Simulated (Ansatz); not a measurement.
Species: C3H5O2, net charge 0, doublet state. It need not be the lowest isomer of its formula. 
Coordinates optimised at B3LYP-D3(BJ)/def2-TZVP (Ansatz, a first-principles code):
```
O
C 1 1.3562
O 2 1.2158 1 123.26
C 1 1.4325 2 115.36 3 0.00
H 4 1.0864 1 105.68 2 -180.00
H 4 1.0899 5 110.61 1 119.68
H 4 1.0899 5 110.61 6 120.63
C 2 1.4421 3 124.72 1 180.00
H 8 1.0787 2 118.21 3 0.00
H 8 1.0795 9 120.74 2 -180.00
```
Charge 0, spin multiplicity 2.

Quantity: atomisation energy (electronic, to ground-state atoms), in kJ/mol. Valence correlation only, unless marked. UHF or UKS for open shells. Spin-orbit coupling is left out. No relativistic terms. The coupled-cluster limit lacks core correlation, which all-electron functionals hold. Basis-set limits of correlation are two-point, X^-3; Hartree-Fock from the larger set. [CCSD(T)-MP2]/basis is that difference in the basis named.

```
level                                                     program  atomisation energy (kJ/mol)
-------------------------------------------------  --------------  ---------------------------
HF/6-31G*                                                  Ansatz                       2908.4
HF/cc-pVTZ                                                 Ansatz                       2921.2
r2SCAN/def2-TZVPD                                          Ansatz                       4144.2
B2PLYP-D3(BJ)/def2-TZVPD                           Ansatz + dftd3                       4078.1
RPA@PBE/cc-pVQZ                                            Ansatz                       3853.9
SCS-MP2/cc-pVDZ                                            Ansatz                       3811.8
RI-MP2/CBS(cc-pVTZ,cc-pVQZ)+[CCSD(T)-MP2]/cc-pVTZ          Ansatz                       4102.0
```
